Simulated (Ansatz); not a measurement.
`[SiH3]C[SiH](Cl)Cl` + `C=C[SiH2]Cl` → `[SiH3]/C=C/[SiH2]Cl` + `C[SiH](Cl)Cl`  (formal exchange of groups at the Si–C bond)

Computed with Ansatz on PBE0-D4/def2-TZVP structures; ΔE is electronic, products minus reactants. CCSD(T)/CBS is the MP2 limit (def2-TZVPP, def2-QZVPP) plus CCSD(T) − MP2 in def2-TZVPP, frozen cores. One conformer a species, not always the lowest.

```tsv
level	ΔE (kJ/mol)
MP2/def2-TZVPP	5.1
HF/CBS(def2)	0.1
```

**Question.** What does CCSD(T)/CBS give? (Best estimate.)

**Answer.** Computed: +4.6 kJ/mol. The listed levels differ from it by 0.5, -4.5 kJ/mol.

Largest T1 diagnostic among the species: 0.011.

Leaving LDA and LC-ωPBE aside and taking each functional with its dispersion term where it has one, the values, not all of them listed here, spread over 5.1 kJ/mol, from BLYP-D4 to ωB97M-V. LDA lies +3.1 kJ/mol from PBE without D4. From BLYP to BHLYP (50 % exact exchange), in def2-TZVPP and without D4, ΔE moves by +4.6 kJ/mol. The D4 term adds +4.0 kJ/mol with B3LYP and +2.2 kJ/mol with PBE0; it sums over pairs of atoms, weighted by their polarisabilities, and B3LYP, whose exchange is more repulsive, gets the larger term.

CCSD(T)/CBS has its own doubt, a few kJ/mol and more with outer-core shells, so smaller differences from it don't rank the levels.

B3LYP here is the variant with VWN-RPA as its local correlation; programs differ in this.
